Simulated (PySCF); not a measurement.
**LaSi: frontier orbitals**

UHF at R = 2.583 Å; La x2c-TZVPall, Si x2c-TZVPall; spin-free X2C with a Gaussian nucleus (PySCF 2.14). State: quartet, about 0.0 electrons in the 4f shell (Mulliken). Only the outer orbitals are listed, counted within each symmetry.

| spin | orbital | occ. | ε (eV) | on La (%) | main shells (%) |
| --- | --- | --- | --- | --- | --- |
| α | 14σ | 1 | -29.24 | 94 | 94 La p |
| α | 7π | 1 | -28.63 | 100 | 100 La p |
| α | 7π | 1 | -28.31 | 100 | 100 La p |
| α | 15σ | 1 | -15.56 | 12 | 88 Si s |
| α | 16σ | 1 | -7.57 | 28 | 69 Si p, 24 La d |
| α | 8π | 1 | -7.20 | 29 | 69 Si p, 24 La d |
| α | 8π | 1 | -6.29 | 37 | 61 Si p, 32 La d |
| α | 17σ | 1 | -5.44 | 98 | 71 La s, 20 La d |
| α | 9π | 0 | -0.05 | 99 | 77 La p, 22 La d |
| α | 18σ | 0 | 0.15 | 88 | 44 La p, 38 La d, 10 Si p |
| α | 9π | 0 | 0.17 | 98 | 77 La p, 22 La d |
| β | 7π | 1 | -28.20 | 100 | 100 La p |
| β | 14σ | 1 | -27.95 | 98 | 98 La p |
| β | 7π | 1 | -27.81 | 100 | 100 La p |
| β | 15σ | 1 | -11.83 | 12 | 87 Si s |
| β | 8π | 1 | -5.60 | 50 | 47 Si p, 46 La d |
| β | 16σ | 0 | -0.17 | 96 | 68 La s, 28 La p |
| β | 9π | 0 | 0.66 | 97 | 80 La p, 17 La d |
| β | 8π | 0 | 0.84 | 95 | 93 La p |

**Question.** Which are the highest filled and the lowest empty level, where do they sit, and how wide is the gap?

**Answer.** Highest filled α 17σ at -5.44 eV (in %: 71 La s, 20 La d); lowest empty β 16σ at -0.17 eV (in %: 68 La s, 28 La p); the gap at UHF is 5.27 eV.

```
bond order (Mayer)                               : 2.09
⟨S²⟩                                             : 3.785
charge on La (Mulliken, basis-dependent)         : 0.45
charge on La (Löwdin, basis-dependent)           : 0.05
dipole moment (positive dipole means La(−)Si(+)) : -5.80 D
polarisability along the bond                    : 282.9 bohr³
polarisability across the bond                   : 314.8 bohr³
```

Spin–orbit coupling is left out. The state is the lowest single determinant that the PBE0 search found; with open d or f shells the true ground state can be another one.
